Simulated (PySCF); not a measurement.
Zn(Cl)(SiH3) (ClH3SiZn), SMILES [SiH3][Zn][Cl].

The structure is a stationary point at PBE0-D3(BJ)/def2-SVP.

Level of theory: TDA-ωB97X/def2-SVPD in PySCF.

Vertical excitations; the highest root listed may be one member of a degenerate set.  State labels are in the subgroup Cs.

```tsv
state	symmetry	energy (eV)	λ (nm)	f	main pairs
S1	A'	6.38	194	0.074	HOMO→LUMO+1 (degenerate set)
S2	A"	6.38	194	0.074	HOMO→LUMO (degenerate set)
S3	A'	7.04	176	0.441	HOMO→LUMO+2 78 %
S4	A"	7.10	175	0.000	HOMO−2→LUMO 47 %, HOMO−1→LUMO+1 47 %
S5	A'	7.13	174	0.000	HOMO−1→LUMO, HOMO−2→LUMO+1 (degenerate set)
S6	A"	7.13	174	0.000	HOMO−1→LUMO+1, HOMO−2→LUMO (degenerate set)
S7	A"	7.28	170	0.052	HOMO−1→LUMO+2 (degenerate set)
S8	A'	7.28	170	0.052	HOMO−2→LUMO+2 (degenerate set)
S9	A'	7.84	158	0.565	HOMO−2→LUMO+1 33 %, HOMO−1→LUMO 33 %, HOMO→LUMO+2 13 %, HOMO−5→LUMO+2 10 %
S10	A"	8.20	151	0.000	HOMO−4→LUMO+1 44 %, HOMO−3→LUMO 44 %
T1	A'	5.52	225	0	HOMO→LUMO+1 (degenerate set)
T2	A"	5.52	225	0	HOMO→LUMO (degenerate set)
T3	A'	5.99	207	0	HOMO→LUMO+2 88 %
T4	A'	6.94	179	0	HOMO−1→LUMO 46 %, HOMO−2→LUMO+1 46 %
```
Triplets are in the Tamm–Dancoff approximation.
